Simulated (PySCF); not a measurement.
Ionisation energy of Ho⁴⁹⁺ by level of theory

Ho⁴⁹⁺ [Ar] (1S) → Ho⁵⁰⁺ [Ne] 3s2 3p5 (2P), as a difference of total energies. All numbers are calculated (PySCF 2.14, scalar relativity by spin-free X2C-1e, in an even-tempered Gaussian basis (17 s from 11 bohr⁻², ratio 2.5; 12 p from 15 bohr⁻², ratio 2.5; 4 d from 62 bohr⁻², ratio 2.7; 4 f from 93 bohr⁻², ratio 2.7)). Correlated levels: outer shells: 1s2 frozen; virtual orbitals above 40 to 60 times the deepest correlated orbital energy dropped. The calculations carry no spin-orbit coupling.

```csv
method,ionisation energy (eV)
UHF,4540.0
MP2 (outer shells),4541.1
SCS-MP2 (outer shells),4540.9
CCSD (outer shells),4541.0
CCSD(T) (outer shells),4541.0
```

A first-order spin-orbit estimate (lowest level to lowest level, LS coupling) adds -67.546 eV.

Breit and QED terms and the two-electron picture change are absent.

For comparison: 4469 ± 4 eV (theoretical estimate listed by NIST; NIST Atomic Spectra Database, ionization energies).
